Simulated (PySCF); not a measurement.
CH₆BOP.
SMILES with atom numbers: `[CH3:1][O:2][BH:3][PH2:4]` (hydrogens: H5, H6, H7 on C1; H8 on B3; H9, H10 on P4)

Structure used (PBE0-D3(BJ)/def2-SVP), in Å, numbered top down from 1:
```xyz
10
CH6BOP angstrom
C     -1.409    0.421    0.362
O     -0.867   -0.717   -0.259
B      0.450   -0.918   -0.435
P      1.815    0.266    0.243
H     -0.871    0.671    1.293
H     -1.371    1.293   -0.311
H     -2.460    0.215    0.607
H      0.767   -1.961   -0.960
H      1.294    1.508   -0.227
H      2.741    0.071   -0.818
```

Theory: core-valence-separated Tamm–Dancoff BHandHLYP/aug-pcX-1 (pcseg-1 on H, def2-SVPD on P) in PySCF, non-relativistic, gas phase, PBE0-D3(BJ)/def2-SVP geometry.

Computed carbon K-edge spectrum, Gaussian lines of 0.5 eV full width, highest printed point 100; it ends one width below the last computed root. No shift to experiment was applied.

photon energy (eV), absorption and a bar:
```
    286.2          1 
    286.3          3 #
    286.4          9 ##
    286.5         20 ######
    286.6         38 ###########
    286.7         57 #################
    286.8         73 ######################
    286.9         80 ########################
    287.0         77 #######################
    287.1         68 ####################
    287.2         56 #################
    287.3         45 #############
    287.4         42 ############
    287.5         50 ###############
    287.6         68 ####################
    287.7         89 ###########################
    287.8        100 ##############################
    287.9         95 #############################
    288.0         76 #######################
    288.1         51 ###############
    288.2         29 #########
    288.3         14 ####
    288.4          5 #
    288.5          2 
    288.6          1 
    288.7          3 #
```

Where are the maxima, and which lines make them up?

2 maxima:
- 286.9 eV: C1 (methoxy carbon), 286.82 eV, f = 0.031, 69 % of the height at the exact maximum; C1 (methoxy carbon), 287.10 eV, f = 0.014, 24 % of the height at the exact maximum
- 287.8 eV: C1 (methoxy carbon), 287.76 eV, f = 0.036, 67 % of the height at the exact maximum; C1 (methoxy carbon), 287.96 eV, f = 0.021, 33 % of the height at the exact maximum

Further lines of some strength in the range: C1, 287.24 eV, f = 0.009.

Roots within 0.03 eV on the same or equivalent atoms count as one line; shares under 12 % aren't listed.

Vibrational structure and lifetime widths aren't in the curve. The ionisation threshold wasn't computed; near and above it a finite basis only mimics Rydberg series and continuum.

One conformer stands for the species.
